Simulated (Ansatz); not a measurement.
C3H8BCl2N (`CCN(C)B(Cl)Cl`) at its PBE0-D4/def2-TZVP geometry, where that method's forces vanish. The species carries charge 0 and has multiplicity 1.

```xyz
15

C     0.4339   -1.7441    0.3823
C     0.7408   -0.5275   -0.4718
N    -0.0408    0.6442   -0.0932
C    -1.3580    0.6798   -0.6940
B     0.4277    1.6033    0.7925
Cl   -0.5387    3.0110    1.2527
Cl    2.0343    1.4701    1.5220
H     0.6979   -1.5539    1.4244
H    -0.6242   -2.0119    0.3403
H     1.0095   -2.6054    0.0359
H     1.7998   -0.2819   -0.3987
H     0.5318   -0.7401   -1.5255
H    -1.9168   -0.2296   -0.4540
H    -1.2765    0.7509   -1.7836
H    -1.9208    1.5350   -0.3294
```

Task: What forces (eV/Å) does r2SCAN-D4/def2-TZVPP give on these atoms in the Gaussian-basis code of Ansatz? (Best estimate.)

Result: The calculation gave: 
```
C1  -0.035 -0.120  0.083
C2   0.174 -0.117 -0.160
N3   0.013  0.068  0.035
C4  -0.242  0.014 -0.098
B5   0.033  0.078  0.074
Cl6 -0.067  0.101  0.033
Cl7  0.114 -0.014  0.052
H8  -0.005  0.001 -0.015
H9   0.020  0.007  0.001
H10 -0.010  0.014  0.008
H11 -0.014  0.000  0.000
H12 -0.008  0.002 -0.002
H13  0.010  0.003 -0.008
H14  0.003 -0.008  0.007
H15  0.016 -0.027 -0.009
```
